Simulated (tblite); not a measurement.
Isomers of C4H3F2S (doublet state). All values are computed: GFN2-xTB (tblite) harmonic vibrations without scaling, gas phase. This tight-binding method is rough: wavenumbers can miss measured ones by several per cent, in bad cases by 10 to 20. One conformer each. Open shells enter through the occupations alone, without spin polarisation, and single modes of such species can be off by tens of per cent.

Electronic energies: GFN2-xTB at the same geometries; isomer energies are rough at this level and their order can be wrong.

```
           SMILES  electronic energy, lowest = 0 (kJ/mol)
 F[C]1SC=C[C@H]1F                                    53.0
F[C]1C=CS[C@@H]1F                                     2.1
  FC1=C(F)SC[CH]1                                     0.0
  FC1=C(F)S[CH]C1                                    52.4
```

Task: How do GFN2-xTB zero-point energies change the relative energies?

Result: 
```tsv
SMILES	ZPE (kJ/mol)	of it from modes above 1550 cm⁻¹	electronic (kJ/mol)	with ZPE, lowest = 0 (kJ/mol)	lowest mode (cm⁻¹)	rings
FC1=C(F)SC[CH]1	153.6	54.0	0.0	0.0	130	1
F[C]1C=CS[C@@H]1F	153.4	55.1	2.1	1.9	100	1
FC1=C(F)S[CH]C1	151.1	63.2	52.4	49.9	54	1
F[C]1SC=C[C@H]1F	152.9	64.1	53.0	52.3	93	1
```

The zero-point energies span 2.5 kJ/mol, from `FC1=C(F)S[CH]C1` to `FC1=C(F)SC[CH]1`. The order is unchanged.

Task: What do entropy and thermal enthalpy add at 298.15 K and 1 bar (rigid rotor, harmonic oscillator, one conformer each)?

Result: 
| SMILES | point group | symmetry number | S (J/(mol K)) | H − H(0) (kJ/mol) | ZPE + H − H(0) − TS (kJ/mol) |
| --- | --- | --- | --- | --- | --- |
| FC1=C(F)SC[CH]1 | Cs | 1 | 345.4 | 19.87 | 70.5 |
| F[C]1C=CS[C@@H]1F | C1 | 1 | 344.2 | 19.52 | 70.4 |
| FC1=C(F)S[CH]C1 | Cs | 1 | 358.0 | 21.04 | 65.4 |
| F[C]1SC=C[C@H]1F | C1 | 1 | 349.3 | 19.94 | 68.7 |

S holds R ln(2S + 1) for the spin.
